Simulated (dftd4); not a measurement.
hydrogen bromide (HBr), singlet, geometry from GFN2-xTB; D4 for hf (dftd4).

dftd4 was given this input:
```
$ dftd4 mol.xyz --func hf --charge 0 --json dftd4.json --noedisp --grad

# file mol.xyz
2

Br    -0.00000000    -0.00000000    -0.03893503
H      0.00000000     0.00000000     1.36272591
```

The log (banner, timings and long lists left out):

```
                    ____  _____ _____     ____  _  _
      -------------|  _ \|  ___|_   _|---|  _ \| || |------------
     |             | | | | |_    | | ___ | | | | || |_           |
     |             | |_| |  _|   | ||___|| |_| |__   _|          |
     |             |____/|_|     |_|     |____/   |_|            |
     |             ===================================           |
     |            E. Caldeweyher, S. Ehlert & S. Grimme          |
     |          Mulliken Center for Theoretical Chemistry        |
     |                    University of Bonn                     |
      -----------------------------------------------------------

Rational (Becke-Johnson) damping: hf-D4-ATM
---------------------
  s6         1.0000
  s8         1.6168
  s9         1.0000
  a1         0.4496
  a2         3.3574
 alp        16.0000
--------------------

Dispersion energy:      -1.0892835559125E-03 Eh

Gradient norm:           3.5893372373524E-05 Eh/a0
--------------------------------------------------
     #    Z           dE/dx      dE/dy      dE/dz
--------------------------------------------------
     1   35 Br    0.000E+00  0.000E+00  2.538E-05
     2    1 H     0.000E+00  0.000E+00 -2.538E-05
--------------------------------------------------

Virial:
--------------------------------------------------
      component           x          y          z
--------------------------------------------------
          x       0.000E+00  0.000E+00  0.000E+00
          y       0.000E+00  0.000E+00  0.000E+00
          z       0.000E+00  0.000E+00 -6.723E-05
--------------------------------------------------

[Info] Dispersion results written to 'dftd4.txt'
[Info] JSON dump of results written to 'dftd4.json'
```
